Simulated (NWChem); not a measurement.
System: C2H5O2 cation; SMILES C[OH+]C=O

The following NWChem deck was run.

```
start job
memory heap 200 mb stack 900 mb global 1100 mb
charge 1
geometry units angstroms noautosym nocenter noautoz
  C      0.150666     1.775061     0.154652
  O     -0.350732     0.390257     0.154124
  C      0.395475    -0.857950    -0.207704
  O     -0.171885    -1.862819    -0.141915
  H      1.194476     1.719965    -0.175566
  H     -0.456937     2.347860    -0.555193
  H      0.081604     2.152910     1.181123
  H     -1.280888     0.232494     0.423262
  H      1.420780    -0.559513    -0.489531
end
basis spherical
  * library def2-svp
end
dft
  xc pbe0
  iterations 150
end
cosmo
  dielec 7.6
end
task dft energy
```

Parts of the log:

```
             Northwest Computational Chemistry Package (NWChem) 7.3.0
             --------------------------------------------------------

                             Geometry "geometry" -> ""
                             -------------------------

 Output coordinates in angstroms (scale by  1.889725989 to convert to a.u.)

  No.       Tag          Charge          X              Y              Z
 ---- ---------------- ---------- -------------- -------------- --------------
    1 C                    6.0000     0.15066600     1.77506100     0.15465200
    2 O                    8.0000    -0.35073200     0.39025700     0.15412400
    3 C                    6.0000     0.39547500    -0.85795000    -0.20770400
    4 O                    8.0000    -0.17188500    -1.86281900    -0.14191500
    5 H                    1.0000     1.19447600     1.71996500    -0.17556600
    6 H                    1.0000    -0.45693700     2.34786000    -0.55519300
    7 H                    1.0000     0.08160400     2.15291000     1.18112300
    8 H                    1.0000    -1.28088800     0.23249400     0.42326200
    9 H                    1.0000     1.42078000    -0.55951300    -0.48953100

 Effective nuclear repulsion energy (a.u.)     125.4125810358

                                 NWChem DFT Module
                                 -----------------

 Summary of "ao basis" -> "ao basis" (spherical)
 ------------------------------------------------------------------------------
       Tag                 Description            Shells   Functions and Types
 ---------------- ------------------------------  ------  ---------------------
 C                          def2-svp                 6       14   3s2p1d
 O                          def2-svp                 6       14   3s2p1d
 H                          def2-svp                 3        5   2s1p

 in cosmo_initialize ...

 solvent parameters
 solvname_short: unkn
 solvname_long:  unknown
 dielec:        7.6000

          ---------------
          -cosmo- solvent
          ---------------
 Cosmo: York-Karplus, doi: 10.1021/jp992097l
 dielectric constant -eps-     =   7.60
 screen = (eps-1)/(eps    )    =   0.86842
 surface charge correction     = lagrangian

   van der Waals surface
 --------------------------

 ---------- ATOMIC COORDINATES (A.U.) ------------ VDWR(ANG.) --
     1    0.28471746    3.35437890    0.29224990     2.000
     2   -0.66278738    0.73747880    0.29125213     1.720
     3    0.74733939   -1.62129041   -0.39250365     2.000
     4   -0.32481555   -3.52021748   -0.26818046     1.720
     5    2.25723234    3.25026256   -0.33177163     1.300
     6   -0.86348572    4.43681206   -1.04916264     1.300
     7    0.15420920    4.06840998    2.23199883     1.300
     8   -2.42052734    0.43934995    0.79984920     1.300
     9    2.68488489   -1.05732626   -0.92507945     1.300
 number of segments per atom =         32
 number of   points per atom =         32
 atom (   nspa,  nppa )
 ----------------------
    1 (     19,     0 )       0
    2 (     11,     0 )       0
    3 (     18,     0 )       0
    4 (     22,     0 )       0
    5 (     13,     0 )       0
    6 (     16,     0 )       0
    7 (     15,     0 )       0
    8 (     18,     0 )       0
    9 (     14,     0 )       0
 number of -cosmo- surface points =      146
 molecular surface =     97.503 angstrom**2
 molecular volume  =     80.168 angstrom**3
 G(cav/disp)       =      1.348 kcal/mol
 -lineq- algorithm             =   0
 -bem- low  level              =   2
 -bem- from -octahedral-
 gaussian surface charge width =   4.50000
 degree of switching           =   1.00000
 switching function tolerance  =   0.00010
 atomic radii =
 --------------
    1  6.000  2.000
    2  8.000  1.720
    3  6.000  2.000
    4  8.000  1.720
    5  1.000  1.300
    6  1.000  1.300
    7  1.000  1.300
    8  1.000  1.300
    9  1.000  1.300
 ...... end of -cosmo- initialization ......

            General Information
            -------------------
          SCF calculation type: DFT
          Wavefunction type:  closed shell.
          No. of atoms     :     9
          No. of electrons :    32
           Alpha electrons :    16
            Beta electrons :    16
          Charge           :     1
          Spin multiplicity:     1
          Use of symmetry is: off; symmetry adaption is: off
          Maximum number of iterations: 150
          AO basis - number of functions:    81
                     number of shells:    39
          Convergence on energy requested:  1.00D-06
          Convergence on density requested:  1.00D-05
          Convergence on gradient requested:  5.00D-04

              XC Information
              --------------
                         PBE0 Method XC Functional
                     Hartree-Fock (Exact) Exchange  0.250
          PerdewBurkeErnzerhof Exchange Functional  0.750
            Perdew 1991 LDA Correlation Functional  1.000 local
           PerdewBurkeErnz. Correlation Functional  1.000 non-local

             Grid Information
             ----------------
          Grid used for XC integration:  medium
          Radial quadrature: Mura-Knowles
          Angular quadrature: Lebedev.
          Tag              B.-S. Rad. Rad. Pts. Rad. Cut. Ang. Pts.
          ---              ---------- --------- --------- ---------
          C                   0.70       49          10.0       434
          O                   0.60       49          11.0       434
          H                   0.35       45          10.0       434
          Grid pruning is: on
          Number of quadrature shells:   421
          Spatial weights used:  Erf1

      Superposition of Atomic Density Guess
      -------------------------------------

 Sum of atomic energies:        -227.12832384

 Renormalizing density from      33.00 to     32

      Non-variational initial energy
      ------------------------------

 Total energy =    -224.325830
 1-e energy   =    -540.789580
 2-e energy   =     191.051169
 HOMO         =      -0.724591
 LUMO         =      -0.324595

   convergence    iter        energy       DeltaE   RMS-Dens  Diis-err
 ---------------- ----- ----------------- --------- --------- ---------
     COSMO gas phase
 d= 0,ls=0.0,diis     1   -228.7279561859 -3.54D+02  2.33D-02  1.81D+00
 d= 0,ls=0.0,diis     2   -228.2512097846  4.77D-01  1.72D-02  6.65D+00
 d= 0,ls=0.0,diis     3   -228.8955804182 -6.44D-01  3.28D-03  1.80D-01
 d= 0,ls=0.0,diis     4   -228.9091304495 -1.36D-02  1.09D-03  4.06D-02
 d= 0,ls=0.0,diis     5   -228.9127744447 -3.64D-03  1.92D-04  5.46D-04
  Resetting Diis
 d= 0,ls=0.0,diis     6   -228.9128372271 -6.28D-05  3.86D-05  2.34D-05
 d= 0,ls=0.0,diis     7   -228.9128397691 -2.54D-06  2.78D-05  2.59D-06
 d= 0,ls=0.0,diis     8   -228.9128394471  3.22D-07  1.66D-05  6.22D-06
 d= 0,ls=0.0,diis     9   -228.9128400504 -6.03D-07  3.59D-06  3.59D-07

   convergence    iter        energy       DeltaE   RMS-Dens  Diis-err
 ---------------- ----- ----------------- --------- --------- ---------
     COSMO solvation phase
 d= 0,ls=0.0,diis     1   -229.0098161211 -9.70D-02  2.04D-03  6.57D-03
 d= 0,ls=0.0,diis     2   -229.0101420340 -3.26D-04  7.10D-04  1.48D-02
 d= 0,ls=0.0,diis     3   -229.0115246901 -1.38D-03  1.30D-04  1.90D-04
 d= 0,ls=0.0,diis     4   -229.0115418045 -1.71D-05  3.63D-05  1.98D-05
 d= 0,ls=0.0,diis     5   -229.0115432892 -1.48D-06  1.36D-05  4.65D-06
 d= 0,ls=0.0,diis     6   -229.0115437393 -4.50D-07  3.38D-06  2.20D-07

         Total DFT energy =     -229.011543739308
      One electron energy =     -546.181535093389
           Coulomb energy =      226.632105723115
    Exchange-Corr. energy =      -29.253681141514
 Nuclear repulsion energy =      125.412581035804

             COSMO energy =       -5.621014263324

 Numeric. integr. density =       32.000004799296

                                   COSMO solvation results
                                   -----------------------

                 gas phase energy =      -228.912840050364
                 sol phase energy =      -229.011543739308
 (electrostatic) solvation energy =         0.098703688943 (   61.94 kcal/mol)

                       DFT Final Molecular Orbital Analysis
                       ------------------------------------

 Vector   14  Occ=2.000000D+00  E=-4.854861D-01
              MO Center=  3.7D-01,  1.6D+00,  6.7D-02, r^2= 1.7D+00
   Bfn.  Coefficient  Atom+Function         Bfn.  Coefficient  Atom+Function
  ----- ------------  ---------------      ----- ------------  ---------------
     4      0.419373  1 C  px                57      0.363032  5 H  s
     7      0.176183  1 C  px                62     -0.170971  6 H  s
    67     -0.167425  7 H  s                  6     -0.142094  1 C  pz
     5     -0.130523  1 C  py                46      0.110184  4 O  px
    33     -0.107257  3 C  py                72      0.107332  8 H  s

 Vector   15  Occ=2.000000D+00  E=-4.285661D-01
              MO Center= -1.7D-01,  8.5D-01,  1.5D-01, r^2= 2.6D+00
   Bfn.  Coefficient  Atom+Function         Bfn.  Coefficient  Atom+Function
  ----- ------------  ---------------      ----- ------------  ---------------
    20      0.435678  2 O  pz                23      0.322558  2 O  pz
     6     -0.302744  1 C  pz                67     -0.244712  7 H  s
    62      0.241283  6 H  s                 48     -0.223386  4 O  pz
    51     -0.154398  4 O  pz                18      0.131046  2 O  px
     9     -0.126564  1 C  pz                21      0.097764  2 O  px

 Vector   16  Occ=2.000000D+00  E=-4.146003D-01
              MO Center=  4.8D-03, -1.2D+00, -1.3D-01, r^2= 2.0D+00
   Bfn.  Coefficient  Atom+Function         Bfn.  Coefficient  Atom+Function
  ----- ------------  ---------------      ----- ------------  ---------------
    46      0.467140  4 O  px                49      0.307139  4 O  px
    47     -0.251636  4 O  py                19     -0.217559  2 O  py
    77     -0.206731  9 H  s                 17      0.205323  2 O  s
    50     -0.182531  4 O  py                48     -0.173538  4 O  pz
    22     -0.169042  2 O  py                18      0.122624  2 O  px

 Vector   17  Occ=0.000000D+00  E=-8.313525D-02
              MO Center=  2.5D-01, -1.1D+00, -1.9D-01, r^2= 1.4D+00
   Bfn.  Coefficient  Atom+Function         Bfn.  Coefficient  Atom+Function
  ----- ------------  ---------------      ----- ------------  ---------------
    34      0.549979  3 C  pz                37      0.522356  3 C  pz
    51     -0.429053  4 O  pz                48     -0.402389  4 O  pz
    20     -0.178216  2 O  pz                23     -0.171021  2 O  pz
    32      0.169163  3 C  px                35      0.162301  3 C  px
    49     -0.132697  4 O  px                46     -0.123907  4 O  px

 Vector   18  Occ=0.000000D+00  E=-4.228704D-03
              MO Center= -4.8D-01,  5.4D-01,  2.1D-01, r^2= 3.3D+00
   Bfn.  Coefficient  Atom+Function         Bfn.  Coefficient  Atom+Function
  ----- ------------  ---------------      ----- ------------  ---------------
    17      1.019993  2 O  s                 73     -0.650497  8 H  s
     8      0.514429  1 C  py                31     -0.376508  3 C  s
    16      0.334203  2 O  s                  5      0.321672  1 C  py
    78      0.234159  9 H  s                 33     -0.217366  3 C  py
    72     -0.217727  8 H  s                  7      0.193693  1 C  px

 Vector   19  Occ=0.000000D+00  E= 4.563346D-02
              MO Center=  6.4D-01,  9.5D-01, -9.0D-02, r^2= 5.3D+00
   Bfn.  Coefficient  Atom+Function         Bfn.  Coefficient  Atom+Function
  ----- ------------  ---------------      ----- ------------  ---------------
     3      1.645351  1 C  s                 78     -1.001627  9 H  s
    31      0.989036  3 C  s                 63     -0.819926  6 H  s
    68     -0.808228  7 H  s                 58     -0.711697  5 H  s
    73     -0.351702  8 H  s                 30      0.335548  3 C  s
     2      0.259070  1 C  s                 21     -0.236757  2 O  px

     Multipole analysis of the density
     ---------------------------------

     L   x y z        total         alpha         beta         nuclear
     -   - - -        -----         -----         ----         -------
     0   0 0 0      1.000000    -16.000000    -16.000000     33.000000

     1   1 0 0      0.136695      0.016432      0.016432      0.103831
     1   0 1 0      1.649495      1.187683      1.187683     -0.725870
     1   0 0 1      0.159763     -0.074561     -0.074561      0.308885

     2   2 0 0    -11.478218    -19.303041    -19.303041     27.127864
     2   1 1 0     -1.192869     -2.560443     -2.560443      3.928017
     2   1 0 1     -1.450601      2.288061      2.288061     -6.026724
     2   0 2 0    -13.036105   -123.958816   -123.958816    234.881526
     2   0 1 1      0.689506    -11.479132    -11.479132     23.647771
     2   0 0 2    -15.258332    -12.818650    -12.818650     10.378967
```

Level: PBE0/def2-SVP, COSMO on the gas-phase geometry. The geometry was optimised at PBE0/def2-SVP. COSMO prints the solvation energy as gas minus solution, so a positive value is a stabilisation.
